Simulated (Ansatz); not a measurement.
`CBC(C)C` + HI → `CBI` + `CCC` at 600 K and 1 bar (ligand exchange at a B–C bond).

Gas-phase electronic energies from Ansatz, PBE0-D4/def2-TZVP geometries. CCSD(T)/CBS adds triple-zeta CCSD(T) − MP2 to the extrapolated MP2 energy (def2 sets, frozen cores). Elements past krypton have def2 core potentials. For I outer-core shells are correlated without core-valence functions, which leaves a few kJ/mol of doubt a bond. Each species was taken in one conformer, which may not be the lowest.

```csv
species,CCSD(T)/CBS energy (Eh),H − E (kJ/mol),S (J/(mol·K))
`CBC(C)C`,-183.62972,444.6,472.1
HI,-298.03592,31.6,227.0
`CBI`,-362.71826,168.1,364.7
`CCC`,-118.98051,315.9,335.6
```

H − E and S are ideal-gas, rigid-rotor, harmonic terms from PBE0-D4/def2-TZVP, for one conformer and one mirror image of each species. 1 Eh = 2625.50 kJ/mol, R = 8.31446 J/(mol·K).

By hand: ΔE, ΔH, ΔS and ΔG.

ΔE = (-362.71826) + (-118.98051) − (-183.62972) − (-298.03592) = -0.03313 Eh = -87.0 kJ/mol. Δ(H − E) = 168.1 + 315.9 − 444.6 − 31.6 = 7.8, so ΔH = -79.2 kJ/mol. ΔS = 364.7 + 335.6 − 472.1 − 227.0 = 1.2 J/(mol·K). ΔG = -79.2 − 600 × (1.2)/1000 = -79.9 kJ/mol.

By hand: the equilibrium constant, and the temperature at which ΔG would vanish if ΔH and ΔS stayed fixed.

log₁₀ K = −ΔG/(RT ln 10) = 7.0. ΔH and −TΔS have one sign here, so there is no such temperature. One of them is within its doubt of zero, so this could turn.

The number of gas molecules stays the same, so ΔS is small and ΔH decides. A doubt of 5 kJ/mol in ΔE shifts log₁₀ K by 0.4 here. Other conformers and mirror images would add mixing entropy, several J/(mol·K) or more a flexible species. Modes under 60 cm⁻¹, often nearly free rotors, make the harmonic entropy too high. These are equilibria of isolated gas molecules and say nothing of rates. Largest T1 diagnostic: 0.011 (customary marks: 0.02 for closed shells, 0.045 for open ones).
